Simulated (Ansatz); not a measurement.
A run for Ansatz (a program for electronic structure): R-RI-MP2/aug-cc-pV(T+d)Z on CH7NOSi (a complex). Files ending in .json are basis or fitting sets from the Basis Set Exchange.

Ansatz 0.2 input:
```yaml
crystal:
  periodic: [false, false, false]
  atoms:
    - {symbol: Si, position_ang: [-0.01403670, -0.00036480, 0.16241460]}
    - {symbol: H, position_ang: [0.61465938, 1.04075699, 1.01291208]}
    - {symbol: H, position_ang: [0.23914788, 0.38959032, -1.24868458]}
    - {symbol: H, position_ang: [-1.47000788, -0.03709266, 0.39428840]}
    - {symbol: H, position_ang: [0.62066218, -1.30879196, 0.41315955]}
    - {symbol: N, position_ang: [0.83519716, 0.55814903, 4.02699353]}
    - {symbol: C, position_ang: [-0.04482871, -0.46883156, 4.04830191]}
    - {symbol: O, position_ang: [-0.59905859, -0.92882407, 3.07324436]}
    - {symbol: H, position_ang: [1.05839677, 0.99916810, 3.14850677]}
    - {symbol: H, position_ang: [1.25609252, 0.89996951, 4.87238434]}
    - {symbol: H, position_ang: [-0.21577782, -0.86311652, 5.06593548]}
basis:
  gaussian:
    orbitals: aug-cc-pV_T+d_Z.json
    fitting: {mean_field: def2-universal-JKFIT, correlation: aug-cc-pVTZ-RIFIT.json}
magnetization: {spin_polarized: false}
correlation: {method: mp2, electrons: outside_noble_gas}
scf: {lower_state_search: off}
```

The head of its log:

```
Functional definition: HF
[...]
these checks for a lower state are left out or cut short: stability, starts, cluster_reference, orbital_swaps, neighbouring_geometries, increment
integrals: 0.49 GiB planned
483 factors; integrals over basis functions are off by at most 1.1e0 eV
mean field: 0.76 GiB planned
mean field evaluation 1: about -12520.5616 eV, gradient 4.2e1 eV
mean field evaluation 2: about -12523.3216 eV, gradient 2.7e1 eV
mean field evaluation 4: about -12524.5510 eV, gradient 2.0e0 eV
mean field evaluation 8: about -12524.5633 eV, gradient 2.3e-6 eV
mean field -12524.56330937 eV, -460.2692121654 hartree, gradient 2.3e-6 eV, S^2 0.000000; 0 other end points of the search recorded, 0 dependent functions left out
8 core orbitals not correlated
787 factors; their error is unknown
reference -12524.56330937 eV, -460.2692121654 hartree; 13, 13 occupied and 333, 333 virtual orbitals, 787 factors
```

**Question.** What total energy does the run end on?

**Answer.** -461.0346 hartree.
